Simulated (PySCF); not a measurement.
## Simulated characterisation data

A single conformation, non-relativistic Hamiltonian, equivalent nuclei averaged, gas phase. J couplings at B3LYP/pcJ-1 (spin–dipole term left out of most H,H and C,H couplings); geometry from PBE0-D3(BJ)/def2-SVP; shieldings: GIAO PBE0/pcSseg-1; PySCF 2.14.0 with density-fitted response routines.

Scale: TMS for 1H (31.27 ppm), 13C (184.41 ppm) (reference shieldings calculated alike). Multiplet labels drop J under 1 Hz and among equivalent protons, and merge close values. Unscaled 3J(H,H) run several per cent high. Splittings of carbon signals by F and P are missing where no couplings were computed. Where no couplings were computed, multiplicities follow the n + 1 count of equivalent neighbours, and m marks all less simple cases (inequivalent or close neighbours, rings, F or P nearby). Couplings to H on boron are left out. Carbons bonded to boron are broad in practice. Shifts are as computed. Against solution values, carbons near 30 ppm lie about +2 ppm off and those near 130 ppm about +5 ppm. Of 1309 compounds with measured shifts, 239 miss one by over three times the rms of a fit or turn the order of signals round; such compounds aren't used in these exercises.

Compound 1 (C5H14OP2). 1H NMR (400 MHz, computed): δ 2.83 (m, 2H), 1.31 (m, 3H), 1.06 (m, 9H). 13C{1H} NMR (computed): δ 36.6 (C), 24.9 (CH3), 15.4 (CH3). Structure: `InChI=1S/C5H14OP2/c1-5(2,3)8(4,6)7/h7H2,1-4H3/t8-/m1/s1`.

Compound 2 (C6H11B). 1H NMR (400 MHz, computed): δ 7.42 (br, 2H), 6.97 (qd, J = 9.1, 1.1 Hz, 1H), 6.36 (d of sept, J = 2.2, 1.1 Hz, 1H), 5.49 (oct of d, J = 1.6, 1.1 Hz, 1H), 2.41 (dt, J = 9.1, 1.2 Hz, 3H), 1.90 (t, J = 1.5 Hz, 3H). 13C{1H} NMR (computed): δ 164.9 (CH), 151.3 (C), 150.5 (C), 124.4 (CH2), 22.7 (CH3), 21.7 (CH3). Structure: `InChI=1S/C6H11B/c1-4-6(7)5(2)3/h4H,2,7H2,1,3H3/b6-4-`.
